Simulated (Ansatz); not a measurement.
Ideal-gas functions of `C[O][Ga]([OH])[F]` at 600 K and 1 bar, from an Ansatz frequency run at PBE0-D4/def2-TZVP.

Molar mass 136.76 g/mol, point group Cs (symmetry number 1), electronic degeneracy 1, moments of inertia 86.167, 192.089, 275.083 u Å². Harmonic wavenumbers (cm⁻¹, unscaled): 58, 97, 108, 180, 200, 276, 332, 619, 697, 746, 871, 1122, 1178, 1207, 1481, 1494, 1501, 3020, 3092, 3094, 3895.

Use S(trans) = R[1.5 ln M + 2.5 ln T − 1.1517]; rotational temperatures θ = 24.2544 K / I; S(rot) = R[ln(√π/σ · √(T³/θAθBθC)) + 1.5]; for each mode x = 1.438777 ν̃/T, S = R[x/(eˣ − 1) − ln(1 − e⁻ˣ)] and H = RT x/(eˣ − 1); 1 cm⁻¹ = 0.0119627 kJ/mol; R = 8.31446 J/(mol·K).

**Question.** By hand: the entropy, in J/(mol·K).

**Answer.** Translation 184.7. Rotation: θ = 0.2815, 0.1263, 0.0882 K, giving 121.0. Vibration, mode by mode: 24.72, 20.46, 19.57, 15.36, 14.50, 11.90, 10.43, 5.75, 4.95, 4.51, 3.55, 2.21, 1.99, 1.88, 1.11, 1.09, 1.07, 0.05, 0.04, 0.04, 0.01, in all 145.2. Electronic 0.0. Sum 450.9 J/(mol·K).

**Question.** By hand: H − E and G − E in kJ/mol, counted from the electronic energy.

**Answer.** Zero-point energy ½ × 25268 × 0.0119627 = 151.1; thermal vibration 39.8; translation, rotation and pV give 4 RT = 20.0. H − E = 210.9 kJ/mol, and G − E = 210.9 − 600 × 450.9/1000 = -59.6 kJ/mol.

Vibration gives 32 % of the entropy, 64.8 J/(mol·K) of it from the modes under 150 cm⁻¹: soft modes count most, and the harmonic formula is weakest for them. The sum counts one conformer and one mirror image; others add a mixing term.
